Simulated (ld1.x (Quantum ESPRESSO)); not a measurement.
Ranking TM potentials for carbon

All share these settings but for the change named:

* Element: C
* Generator: ld1.x (Quantum ESPRESSO) 7.5
* Type: norm-conserving Troullier–Martins (Kleinman–Bylander form)
* Functional: LDA (PZ)
* Relativity: scalar-relativistic
* Frozen core: [He]
* Valence charge: 4
* Reference configuration: 2s2 2p2
* Partial waves: 2p (bound): rc 1.40 bohr; 3d channel at 0.2 Ry: rc 1.20 bohr; 2s (bound): rc 0.85 bohr
* Local potential: the s channel
* Core correction: none

Test errors are all-electron minus pseudo excitation energies from the reference, over 2s2 2p1; 2s2 2p0; 2s1 2p0; 2s0 2p4; 2s1 2p3; 2s2 2p2.3; 2s1 2p2. None of these files shows a bound ghost.

The base gives 374.4 meV.

Of 8 variants that were run, those that failed, showed a ghost or another fault, or gave nearly equal values are left out.

A variant can come out equal or close to the base, since the largest error may sit in a test that the change hardly touches while other tests move.

Task: Rank these variants by their largest absolute test error, smallest first.
A. all radii scaled by about 1.32 (s 1.12, p 1.84, d 1.58 bohr)
B. all radii scaled by about 0.92 (s 0.78, p 1.28, d 1.10 bohr)
C. all radii scaled by about 1.22 (s 1.04, p 1.72, d 1.46 bohr)
D. all radii scaled by about 1.14 (s 0.96, p 1.60, d 1.36 bohr)

Result: B (357.8 meV), D (432.9 meV), C (490.6 meV), A (572.4 meV).
